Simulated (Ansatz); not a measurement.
A nudged elastic band was laid between two geometries of C$_{2}$H$_{8}$OSSi (13 atoms, charge 0, multiplicity 1).

These are results of RKS PBE0/def2-SVP (Ansatz 0.2.0), not measurements.

```json
{"movable images": "7", "climbing image": "yes", "spring": "5.0 eV/Å²", "optimiser": "quadratic models (default)", "start path": "through a guess of the saddle point", "force threshold": "0.05 eV/Å", "iteration limit": "60", "end points": "relaxed"}
```

Image 0:

```xyz
13
Properties=species:S:1:pos:R:3
C -1.527 0.278 1.093
Si -0.263 0.511 -0.271
S 1.399 1.767 0.342
C 0.536 -1.110 -0.849
O 1.607 -0.864 -1.725
H -1.922 1.249 1.428
H -1.084 -0.231 1.964
H -2.371 -0.333 0.736
H -0.830 1.264 -1.428
H 1.720 1.013 1.419
H 0.836 -1.714 0.036
H -0.210 -1.721 -1.387
H 2.129 -0.144 -1.342
```

Image 8:

```xyz
13
Properties=species:S:1:pos:R:3
C -1.552 0.261 1.018
Si -0.111 0.573 -0.144
S 1.367 1.892 0.700
C 0.647 -1.072 -0.722
O 1.721 -0.942 -1.621
H -2.009 1.213 1.327
H -1.220 -0.266 1.927
H -2.326 -0.353 0.530
H -0.556 1.328 -1.358
H 1.761 1.035 1.669
H 1.027 -1.617 0.160
H -0.172 -1.709 -1.125
H 1.442 -0.378 -2.349
```

Task: Which bonds break or form, and what moves?

Result: No bond is made or broken. The dihedral Si2–C4–O5–H13 goes from 45 to -52°.

Task: Give the energies along the band, and the barrier.

Result: The run converged. The highest image is number 4 of 0 to 8, 0.125 eV above the first end and 0.003 eV above the last; the last end lies 0.122 eV above the first. The top lies less than 8 meV above the higher end, about what the thresholds resolve: that end is a shoulder or a very shallow well. A vibrational analysis at the climbing image gives one clearly imaginary mode, 58i cm⁻¹: a first-order saddle point.

```json
{"image": "0", "path coordinate (Å)": "0.00", "energy (eV)": "0.000", "dihedral Si2–C4–O5–H13 (°)": "45"}
{"image": "1", "path coordinate (Å)": "0.31", "energy (eV)": "0.014", "dihedral Si2–C4–O5–H13 (°)": "34"}
{"image": "2", "path coordinate (Å)": "0.62", "energy (eV)": "0.080", "dihedral Si2–C4–O5–H13 (°)": "7"}
{"image": "3", "path coordinate (Å)": "0.92", "energy (eV)": "0.122", "dihedral Si2–C4–O5–H13 (°)": "-23"}
{"image": "4", "path coordinate (Å)": "1.23", "energy (eV)": "0.125", "dihedral Si2–C4–O5–H13 (°)": "-45"}
{"image": "5", "path coordinate (Å)": "1.44", "energy (eV)": "0.125", "dihedral Si2–C4–O5–H13 (°)": "-47"}
{"image": "6", "path coordinate (Å)": "1.65", "energy (eV)": "0.124", "dihedral Si2–C4–O5–H13 (°)": "-48"}
{"image": "7", "path coordinate (Å)": "1.85", "energy (eV)": "0.122", "dihedral Si2–C4–O5–H13 (°)": "-50"}
{"image": "8", "path coordinate (Å)": "2.06", "energy (eV)": "0.122", "dihedral Si2–C4–O5–H13 (°)": "-52"}
```

Task: What is the geometry of the highest image?

Result: 
```xyz
13
Properties=species:S:1:pos:R:3
C -1.576 0.245 1.060
Si -0.196 0.575 -0.166
S 1.343 1.887 0.581
C 0.593 -1.061 -0.738
O 1.828 -0.945 -1.398
H -2.051 1.189 1.369
H -1.193 -0.254 1.963
H -2.352 -0.398 0.613
H -0.720 1.325 -1.350
H 1.969 0.929 1.301
H 0.759 -1.685 0.158
H -0.159 -1.615 -1.341
H 1.774 -0.228 -2.039
```

The band took 16 iterations and about 10 core-minutes.

Time of the run: 5 min on 2 threads of Arm Neoverse V2 (shared host), peak memory 0.28 GiB.
